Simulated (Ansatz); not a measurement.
Cl2OTa, doublet, geometry from GFN2-xTB (such geometries of metal compounds can be far from the true shape) (the multiplicity is a formal guess) (core potentials on Ta); PBE/def2-SV(P) (Ansatz, a first-principles code).

Here is a job for Ansatz.
Ansatz 0.2 input:
```yaml
crystal:
  periodic: [false, false, false]
  atoms:
    - {symbol: Ta, position_ang: [-0.16574154, -0.14786871, -0.03004615]}
    - {symbol: O, position_ang: [-1.42197494, -1.26863555, -0.25778010]}
    - {symbol: Cl, position_ang: [-0.33742720, 1.93896960, -0.71580246]}
    - {symbol: Cl, position_ang: [1.71830554, -0.70699898, 0.96613244]}
basis:
  gaussian:
    orbitals: def2-SV_P_.json
hamiltonian:
  xc: pbe
magnetization: {spin_polarized: false, initial_magnetization: 1}
```
The basis file holds def2-SV(P) in the JSON format of the Basis Set Exchange.

The log (banner, timings and long lists left out):

```
Functional definition: PBE
824 factors; their error is unknown
mean field evaluation 1: about -28617.4069 eV, gradient 7.0e1 eV
mean field evaluation 2: about -28410.0179 eV, gradient 2.2e2 eV
mean field evaluation 4: about -28622.5308 eV, gradient 4.0e1 eV
mean field evaluation 8: about -28626.7794 eV, gradient 8.1e-1 eV
mean field evaluation 16: about -28626.7306 eV, gradient 4.9e-4 eV
mean field evaluation 32: about -28626.6087 eV, gradient 1.3e0 eV
mean field -28626.73057425 eV, -1052.0129447088 hartree, gradient 4.4e-5 eV, S^2 0.750000; 1 other end points of the search recorded, 0 dependent functions left out
reference -28626.73062513 eV, -1052.0129465785 hartree; 28, 27 occupied and 47, 48 virtual orbitals, 824 factors
Total energy: -28626.73062513 eV, -1052.0129465785 hartree
```
